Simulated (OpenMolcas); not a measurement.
Si I: effect of the level shift or regulariser

```json
{
  "Program": "OpenMolcas 26.06",
  "Basis": "ANO-RCC-VQZP [6s5p3d2f1g]",
  "Scalar Hamiltonian": "DKH2, point nucleus",
  "Active space": "4 electrons in 8 orbitals (3s 3p 4s 4p)",
  "State averaging": "2S+1 = 3 even, 3 roots; 2S+1 = 1 even, 6 roots; 2S+1 = 5 odd, 1 root; 2S+1 = 3 odd, 8 roots",
  "Spin-orbit coupling": "RASSI with atomic mean-field integrals over the reference wave functions, term energies averaged over their components"
}
```

Methods on the same reference wave functions:
A. CASSCF
B. SS-CASPT2, IPEA 0.25 Eh, imaginary shift 0.1 Eh (closed shells correlated: 2s 2p)
C. SS-CASPT2, IPEA 0.25 Eh, imaginary shift 0.3 Eh (closed shells correlated: 2s 2p)

Energies in cm-1 above 3s2 3p2 3P0, the measured ground level; measured values from NIST Handbook of Basic Atomic Spectroscopic Data.

| Level | A | B | C | Measured |
| --- | --- | --- | --- | --- |
| 3s2 3p2 3P0 | 0.0 | 0.0 | 0.0 | 0.0 |
| 3s2 3p2 3P1 | 62.1 | 62.1 | 62.1 | 77.1 |
| 3s2 3p2 3P2 | 181 | 181 | 181 | 223 |
| 3s2 3p2 1D2 | 8236 | 6130 | 6160 | 6299 |
| 3s2 3p2 1S0 | 14140 | 14000 | 14060 | 15394 |
| 3s 3p3 5S* 2 | 24832 | 30880 | 30870 | 33326 |
| 3s 3p3 3D* 1 | 53754 | 46070 | 50360 |  |
| 3s 3p3 3D* 2 | 53774 | 46090 | 50380 |  |
| 3s 3p3 3D* 3 | 53807 | 46120 | 50420 | 45322 |
| 3s 3p3 3P* 0 | 61023 | 57230 | 59400 |  |
| 3s 3p3 3P* 1 | 61040 | 57250 | 59410 |  |
| 3s 3p3 3P* 2 | 61072 | 57280 | 59440 |  |

Deviations, from unrounded energies. A percentage is the sum of absolute deviations over the sum of measured energies, with the sign that they share, or ± where signs differ.

```
                        Against measurement  Levels      A      B      C
             mean absolute deviation (cm-1)       6   3400    810   1500
      fine structure of the ground term (%)       2  -19.0  -19.0  -19.1
other terms of the ground configuration (%)       2  ±14.7   -7.2   -6.8
                   other configurations (%)       2  ±21.6   ±4.1   ±9.6
```

B lies closest to measurement on these levels and A furthest from it. The largest miss of B in the table is 3s 3p3 5S* 2, by -2400 cm-1. The ranking rests on the paired levels alone, and a cruder setting can come out closer through cancelling errors.

Between B and C the level of the table that moves most is 3s 3p3 3D* 3, by 4300 cm-1 (lowest in B, highest in C). Moves below CASPT2's spread within the term are not significant.

From A to B the spin-free energies of the other terms of 3s2 3p2 shown, above 3P, scale by factors of 0.74 to 0.99.

The lowest spin-free term lies below A's lowest term by 0.101 hartree in B, 0.101 hartree in C.

CASPT2 does not keep the components of a term degenerate, so their means are used; among the terms shown or strongly mixed into the levels shown the widest spread is 320 cm-1 (3s 3p3 3D*, B). Over all roots computed the reference weight is 0.87 to 0.98 in B; the roots of lowest weight are the least certain, and an intruder state may touch them. Active for correlation alone: 4p 4s; no level in the range computed is led by a configuration that fills them, so any true level of that kind is missing. Terms of s pⁿ other than that of highest spin mix with s² pⁿ⁻² d, which this space lacks; all of them can be thousands of cm-1 off, and some have no real level of that name. Without dynamic correlation excited terms often stand tens of per cent too high (terms of higher spin than the ground term too low), and those without a measured partner can miss by more than the paired ones (holds for A). Computed and measured levels are paired by configuration, term and J; levels that our copy of the source lacks, or whose pairing is in doubt (as where it misses far off the trend of its configuration), stay unpaired and out of the deviations. Only configurations of the active space appear.

* marks odd parity.
